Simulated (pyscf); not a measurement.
**H₃C–N(CH₃)–Na, singlet**

Gas-phase minimum from PySCF at ωB97X-D3(BJ)/def2-SVP, one conformer. 

```xyz
10

C      0.6756    -0.3310    -0.4616
N     -0.3282     0.6534    -0.7426
C     -1.5309     0.0059    -1.1782
Na    -0.0742     2.7208    -0.5465
H      0.9440    -0.9688    -1.3435
H      0.3837    -1.0597     0.3387
H      1.6224     0.1350    -0.1210
H     -2.3316     0.7388    -1.4050
H     -1.4031    -0.6101    -2.1060
H     -1.9631    -0.7016    -0.4237
```

Bond lengths (Å): C1–N2 1.434, C1–H5 1.121, C1–H6 1.121, C1–H7 1.109, N2–C3 1.434, N2–Na4 2.092, C3–H8 1.109, C3–H9 1.121, C3–H10 1.121. Bond angles (°): N2–C1–H5 113.8, N2–C1–H6 113.8, N2–C1–H7 111.7, H5–C1–H6 104.7, H5–C1–H7 106.0, H6–C1–H7 106.0, C1–N2–C3 109.7, C1–N2–Na4 125.1, C3–N2–Na4 125.2, N2–C3–H8 111.7, N2–C3–H9 113.8, N2–C3–H10 113.8, H8–C3–H9 106.0, H8–C3–H10 106.0 (the first ones only).

Properties at ωB97X-D3(BJ)/def2-SVP:

```yaml
harmonic_wavenumbers_unscaled: 84, 142, 289, 296, 334, 499, 1014, 1100, 1122, 1161, 1254, 1259, 1438, 1445, 1446, 1463, 1495, 1507, 2863, 2880, 2881, 2894, 3032, 3035 cm⁻¹
zero_point_energy: 49.9 kcal/mol
rotational_symmetry_number: 2
Entropy of this conformer at 298 K and 1 atm, rigid rotor and harmonic oscillator, modes under 100 cm⁻¹ raised to 100: 309.5 J/(mol K)
dipole_moment: 7.53 D
```

Single-point totals, which compare only within one level (frozen core for MP2 and CC):

```
level                   total energy (hartree)
----------------------  ----------------------
ωB97X-D3(BJ)/def2-TZVP              -296.96264
PBE/def2-TZVP                       -296.58568
r²SCAN/def2-TZVP                    -296.76773
B3LYP-D3(BJ)/def2-TZVP              -296.91409
PBE0-D3(BJ)/def2-TZVP               -296.61985
M06-2X/def2-TZVP                    -296.78826
ωB97M-D3(BJ)/def2-TZVP              -296.94674
HF/def2-TZVPP                       -295.53340
MP2/def2-TZVPP                      -296.28719
CCSD/def2-TZVPP                     -296.32013
CCSD(T)/def2-TZVPP                  -296.34757
```

Soft torsions are taken as harmonic, which can shift the entropy by several J/(mol K). The CCSD(T) − MP2 part came from Ansatz, without density fitting, on the same reference. The frozen core leaves the outer d or s,p core shells of the metals and heavy elements correlated in the MP2 and CC values, and def2-TZVPP describes them poorly, so these totals are far from the basis limit.
